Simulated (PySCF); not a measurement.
A side-by-side comparison of computed properties.

First species: C7H8NPS.
Structure used (GFN2-xTB), in Å, numbered top down from 1:
```
atom  x, y, z in Å
C1     1.549    1.992   -0.636
C2     1.872    0.727   -0.871
C3     1.029   -0.411   -0.507
C4     1.466   -1.697   -0.804
P5     0.586   -3.147   -0.440
C6    -0.802   -2.443    0.307
C7    -0.957   -1.071    0.465
S8    -2.442   -0.523    1.251
C9    -2.190    1.270    1.226
N10   -0.124   -0.125    0.096
H11    2.195    2.806   -0.918
H12    0.622    2.241   -0.150
H13    2.805    0.476   -1.359
H14    2.422   -1.810   -1.298
H15   -1.589   -3.089    0.670
H16   -1.290    1.505    1.786
H17   -3.064    1.711    1.694
H18   -2.095    1.596    0.196
```

Second species: C₅H₁₁PSSi.
SMILES: `[SiH3][C@H]1C[P@H](=S)[C@@H]1C=C`

Levels: PBE0/pcSseg-1 for dipole moment, HOMO energy, LUMO energy and HOMO–LUMO gap; GFN2-xTB for rotational constant A and rotational constant C. Geometries: GFN2-xTB. Each species is one conformer at its optimised geometry, gas phase, non-relativistic unless stated; the electronic structure was computed with PySCF and density fitting.

The conformers computed, where there is a choice (atom-mapped SMILES and torsion angles):
- `[CH2:1]=[CH:2][c:3]1[cH:4][p:5][cH:6][c:7]([S:8][CH3:9])[n:10]1`: C1–C2–C3–C4 180°, C6–C7–S8–C9 180°
- `[CH2:1]=[CH:2][C@@H:3]1[C@@H:4]([SiH3:5])[CH2:6][P@@H:7]1=[S:8]`: C1–C2–C3–C4 -130°

Values for the first species:

- Dipole moment: 1.58 D
- HOMO energy: -6.50 eV
- LUMO energy: -2.21 eV
- HOMO–LUMO gap: 4.29 eV
- Rotational constant A: 1.174 GHz
- Rotational constant C: 0.521 GHz

(1) Estimate the same properties for the second species, and the change in each.

## Answers

(1) 
```
             property      first     second  second less first
        dipole moment     1.58 D     4.16 D            +2.58 D
          HOMO energy   -6.50 eV   -6.65 eV           -0.15 eV
          LUMO energy   -2.21 eV   -0.24 eV           +1.97 eV
        HOMO–LUMO gap    4.29 eV    6.41 eV           +2.12 eV
rotational constant A  1.174 GHz  1.593 GHz         +0.419 GHz
rotational constant C  0.521 GHz  0.620 GHz         +0.099 GHz
```

On the first: In atomic units the dipole is 0.62 e·bohr (1 au = 2.5417 D). A dipole of 1.58 D is allowed in Cs, and pure rotational transitions are dipole-allowed.

On the second: The dipole equals about 13.9 × 10⁻³⁰ C·m (1 D = 3.33564 × 10⁻³⁰ C·m).
